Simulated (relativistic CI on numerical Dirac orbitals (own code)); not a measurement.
## Electric-dipole lines of Zn⁷⁺

These numbers are calculated, not measured: Dirac-Coulomb-Breit CI, KLI orbitals optimised for each configuration, a model potential for QED, unscaled Slater integrals (own radial code, finite nucleus).

Configuration list (outside the closed core [Ne]): 3s²3p⁶3d⁵, 3s²3p⁵3d⁶, 3s²3p⁶3d⁴4s, 3s²3p⁶3d⁴4p, 3s3p⁶3d⁶, 3s²3p⁶3d⁴4d, 3s²3p⁶3d³4s4p, 3s²3p⁶3d⁴5s, 3s²3p⁶3d⁴4f, 3s²3p⁶3d⁴5p, 3s²3p⁶3d⁴5f, 3s²3p⁶3d³4s², 3s²3p⁶3d²4s²4p, 3s²3p⁶3d²4s²4d, 3s²3p⁶3d²4s²5s, 3p⁶3d⁷, 3p⁵3d⁸. Double excitations out of closed p, d and f shells are left out; levels of such configurations are missing from the list, as are those of other unlisted configurations, and high levels can miss mixing partners.

```tsv
λ vac (nm)	Lower	Upper	A (s⁻¹)	gf	Branching (%)
16.025	3s²3p⁶3d⁵ ⁶S5/2 [1]	3s²3p⁶3d⁴4p ⁶F°7/2 [102]	7.16e+09	2.20e-01	74.3
16.040	3s²3p⁶3d⁵ ⁶S5/2 [1]	3s²3p⁶3d⁴4p ⁶P°7/2 [101]	4.25e+10	1.31e+00	95.0
16.043	3s²3p⁶3d⁵ ⁶S5/2 [1]	3s²3p⁶3d⁴4p ⁶F°5/2 [100]	1.95e+10	4.52e-01	89.4
16.059	3s²3p⁶3d⁵ ⁶S5/2 [1]	3s²3p⁶3d⁴4p ⁶P°5/2 [98]	2.94e+10	6.82e-01	91.9
16.061	3s²3p⁶3d⁵ ⁶S5/2 [1]	3s²3p⁶3d⁴4p ⁶P°3/2 [97]	4.74e+10	7.33e-01	93.8
16.117	3s²3p⁶3d⁵ ⁴G11/2 [2]	3s²3p⁶3d⁴4p ²H°9/2 [191]	8.59e+09	3.34e-01	26.2
16.128	3s²3p⁶3d⁵ ⁴G11/2 [2]	3s²3p⁶3d⁴4p ⁴F°9/2 [188]	1.53e+10	5.97e-01	55.9
16.139	3s²3p⁶3d⁵ ⁴G9/2 [5]	3s²3p⁶3d⁴4p ⁴F°7/2 [186]	1.56e+10	4.89e-01	57.0
16.175	3s²3p⁶3d⁵ ⁴G11/2 [2]	3s²3p⁶3d⁴4p ⁴G°11/2 [180]	8.83e+09	4.16e-01	54.4
16.191	3s²3p⁶3d⁵ ⁴G7/2 [4]	3s²3p⁶3d⁴4p ⁴F°5/2 [178]	1.31e+10	3.08e-01	44.6
16.215	3s²3p⁶3d⁵ ⁴G9/2 [5]	3s²3p⁶3d⁴4p ⁴G°9/2 [176]	1.34e+10	5.27e-01	64.6
16.216	3s²3p⁶3d⁵ ⁴G5/2 [3]	3s²3p⁶3d⁴4p ⁴G°5/2 [175]	1.09e+10	2.58e-01	66.1
16.228	3s²3p⁶3d⁵ ⁴G7/2 [4]	3s²3p⁶3d⁴4p ⁴G°7/2 [173]	1.74e+10	5.50e-01	71.4
16.271	3s²3p⁶3d⁵ ⁴G9/2 [5]	3s²3p⁶3d⁴4p ²G°9/2 [168]	1.58e+10	6.28e-01	60.0
16.320	3s²3p⁶3d⁵ ⁴G5/2 [3]	3s²3p⁵3d⁶ ⁴G°5/2 [163]	2.87e+10	6.87e-01	73.8
16.326	3s²3p⁶3d⁵ ⁴G11/2 [2]	3s²3p⁶3d⁴4p ⁴I°11/2 [162]	9.98e+09	4.78e-01	75.3
16.347	3s²3p⁶3d⁵ ⁴G11/2 [2]	3s²3p⁶3d⁴4p ⁴G°11/2 [161]	2.32e+10	1.11e+00	69.7
16.392	3s²3p⁶3d⁵ ⁴P5/2 [6]	3s²3p⁶3d⁴4p ⁴P°3/2 [174]	2.16e+10	3.48e-01	55.9
16.419	3s²3p⁶3d⁵ ⁴D7/2 [9]	3s²3p⁶3d⁴4p ⁴F°9/2 [196]	2.41e+10	9.73e-01	69.3
16.469	3s²3p⁶3d⁵ ⁴D7/2 [9]	3s²3p⁶3d⁴4p ⁴P°5/2 [184]	1.86e+10	4.54e-01	45.2
16.681	3s²3p⁶3d⁵ ⁴G5/2 [3]	3s²3p⁵3d⁶ ⁴H°7/2 [141]	8.75e+09	2.92e-01	66.6
16.699	3s²3p⁶3d⁵ ⁴P5/2 [6]	3s²3p⁵3d⁶ ⁴D°7/2 [146]	1.78e+10	5.96e-01	90.1
16.749	3s²3p⁶3d⁵ ⁴G7/2 [4]	3s²3p⁵3d⁶ ⁴H°9/2 [138]	1.18e+10	4.95e-01	92.5
16.776	3s²3p⁶3d⁵ ²I11/2 [13]	3s²3p⁶3d⁴4p ²H°9/2 [191]	1.20e+10	5.08e-01	36.7
16.851	3s²3p⁶3d⁵ ⁴G9/2 [5]	3s²3p⁵3d⁶ ⁴H°11/2 [132]	8.90e+09	4.55e-01	97.0
16.928	3s²3p⁶3d⁵ ⁴G11/2 [2]	3s²3p⁵3d⁶ ⁴H°13/2 [131]	9.24e+09	5.55e-01	99.0
17.103	3s²3p⁶3d⁵ ⁴G11/2 [2]	3s²3p⁶3d⁴4p ⁴F°9/2 [129]	1.68e+10	7.35e-01	64.0
17.140	3s²3p⁶3d⁵ ⁴G9/2 [5]	3s²3p⁶3d⁴4p ⁴F°7/2 [128]	1.72e+10	6.06e-01	61.8
17.161	3s²3p⁶3d⁵ ⁴G7/2 [4]	3s²3p⁶3d⁴4p ⁴F°5/2 [127]	1.71e+10	4.54e-01	60.9
17.174	3s²3p⁶3d⁵ ⁴G5/2 [3]	3s²3p⁶3d⁴4p ⁴F°3/2 [126]	1.97e+10	3.48e-01	68.9
83.334	3s²3p⁶3d⁴4s ⁴D7/2 [46]	3s²3p⁶3d⁴4p ⁴D°7/2 [137]	2.40e+09	2.00e+00	6.9
84.381	3s²3p⁶3d⁴4s ⁶D9/2 [42]	3s²3p⁶3d⁴4p ⁶D°9/2 [122]	1.46e+09	1.56e+00	25.4
86.532	3s²3p⁶3d⁴4s ⁴H13/2 [50]	3s²3p⁶3d⁴4p ⁴I°15/2 [171]	2.22e+09	3.99e+00	98.0
87.783	3s²3p⁶3d⁴4s ⁴H11/2 [49]	3s²3p⁶3d⁴4p ⁴I°13/2 [165]	1.91e+09	3.09e+00	46.7
88.205	3s²3p⁶3d⁴4s ⁴H9/2 [48]	3s²3p⁶3d⁴4p ⁴I°11/2 [162]	1.40e+09	1.95e+00	10.5
88.400	3s²3p⁶3d⁴4s ⁶D9/2 [42]	3s²3p⁶3d⁴4p ⁶F°11/2 [112]	2.39e+09	3.36e+00	99.2
88.616	3s²3p⁶3d⁴4s ⁴F9/2 [56]	3s²3p⁶3d⁴4p ⁴G°11/2 [180]	1.60e+09	2.26e+00	9.8
89.821	3s²3p⁶3d⁴4s ²H9/2 [58]	3s²3p⁶3d⁴4p ²I°11/2 [185]	1.56e+09	2.27e+00	11.5
89.878	3s²3p⁶3d⁴4s ⁴H13/2 [50]	3s²3p⁶3d⁴4p ⁴G°11/2 [161]	1.28e+09	1.86e+00	3.9
90.113	3s²3p⁶3d⁴4s ²H11/2 [60]	3s²3p⁶3d⁴4p ²I°13/2 [189]	1.02e+09	1.74e+00	12.9
91.364	3s²3p⁶3d⁴4s ²H11/2 [60]	3s²3p⁵3d⁶ ⁴I°13/2 [181]	9.66e+08	1.69e+00	13.6
91.381	3s²3p⁶3d⁴4s ⁴D5/2 [45]	3s²3p⁶3d⁴4p ⁴F°7/2 [128]	1.80e+09	1.81e+00	6.5
91.758	3s²3p⁶3d⁴4s ⁴D7/2 [46]	3s²3p⁶3d⁴4p ⁴F°9/2 [129]	1.77e+09	2.24e+00	6.8
92.705	3s²3p⁶3d⁴4s ⁴H13/2 [50]	3s²3p⁶3d⁴4p ⁴H°13/2 [152]	1.60e+09	2.88e+00	27.3
92.725	3s²3p⁶3d⁴4s ⁴H11/2 [49]	3s²3p⁶3d⁴4p ⁴H°11/2 [149]	1.30e+09	2.02e+00	42.4
```

Terms are leading LS components. Brackets give the number of a level in order of energy, since labels repeat. The list gives strong lines, with weight on those to low levels, without lines whose two gauges differ by over a factor of 2.5, among the lowest 200 of 2158 levels, so that lines to higher ones, which can be the strongest, are missing. Levels whose partners in the same complex of configurations lie outside the list can be far off, and so can their lines. Rates are taken at the computed energies, electric ones in the length gauge.

At this charge configurations can still be misplaced by up to about 7 % of their energy. Terms inside the open d or f shell come out 10 to 20 % too wide with unscaled integrals.
